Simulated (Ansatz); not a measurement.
# Cost against result

Saddle point of AlSiH₇O₂, singlet (AlH₃O ([OH][AlH2]) + SiH₄O ([OH][SiH3]) → AlSiH₅O ([AlH2][O][SiH3]) + H₂O (still joined by a long Al–O bond); bonds formed: O2–H5; dative contacts that become bonds: Al1–O6; bonds broken: H5–O6; bonds weakened to dative contacts: Al1–O2), PBE0-D4/def2-TZVP structure:

Al1  (-1.448, -0.316, 0.563)
O2  (-0.229, -1.222, 1.609)
H3  (-2.109, -1.197, -0.574)
H4  (-2.243, 0.784, 1.385)
H5  (0.457, -0.426, 0.861)
O6  (0.242, 0.313, -0.004)
Si7  (1.177, 0.699, -1.314)
H8  (-0.189, -1.092, 2.557)
H9  (0.352, 1.513, -2.237)
H10  (2.351, 1.478, -0.850)
H11  (1.641, -0.535, -1.995)
(Å)

Barriers are electronic and count from the start structure reached by relaxing down the imaginary mode.

Ansatz 0.2.0; basis: as named in each row; cores frozen in the correlated methods. B3LYP uses VWN-RPA correlation. Extrapolation: Hartree–Fock as exp(−7.88 √X), correlation as X^−2.97.

Times are rough, for one single point on 4 threads of a shared host (Arm Neoverse V1).

The estimate by CCSD(T) at an estimated basis limit (MP2 extrapolated from triple and quadruple zeta, plus CCSD(T) − MP2 in triple zeta) is 0.263 eV.

```
      method       basis  time (s)  barrier (eV)  method less estimate
          HF      STO-3G   under 1         0.118                -0.145
      PBE-D4      STO-3G   under 1        -0.889                -1.152
       SPW92    def2-SVP   under 1        -0.151                -0.414
    B3LYP-D4       6-31G   under 1         0.087                -0.176
      PBE-D4    def2-SVP   under 1        -0.001                -0.264
     PBE0-D4    def2-SVP   under 1         0.077                -0.186
       SPW92  def2-TZVPP         1        -0.042                -0.305
      PBE-D4  def2-TZVPP         2         0.102                -0.161
     BLYP-D4  def2-TZVPP         2         0.171                -0.093
    BHLYP-D4  def2-TZVPP         2         0.302                 0.039
    B3LYP-D4  def2-TZVPP         3         0.214                -0.049
CAM-B3LYP-D4  def2-TZVPP         3         0.210                -0.053
     PBE0-D4  def2-TZVPP         3         0.169                -0.094
     CCSD(T)    def2-SVP         3         0.188                -0.075
     wB97M-V    def2-SVP         4         0.141                -0.122
   r2SCAN-D4  def2-TZVPP         4         0.150                -0.113
  RPA on PBE  def2-TZVPP         5         0.232                -0.031
      B2PLYP  def2-TZVPP         5         0.221                -0.043
  r2SCAN0-D4  def2-TZVPP         6         0.199                -0.064
    PBE-QIDH  def2-TZVPP         6         0.207                -0.056
     wB97X-V  def2-TZVPP         7         0.240                -0.024
      B97M-V  def2-TZVPP         8         0.283                 0.020
     wB97M-V  def2-TZVPP         8         0.249                -0.014
         MP2  def2-QZVPP        20         0.213                -0.050
     CCSD(T)  def2-TZVPP       100         0.247                -0.016
```

All methods are single points on the PBE0-D4 structures; a negative value means that the method puts the saddle structure below the start.

The T1 diagnostic stays at or below 0.012.

Labels in which every atom is bracketed show which atoms are joined, not bond orders.
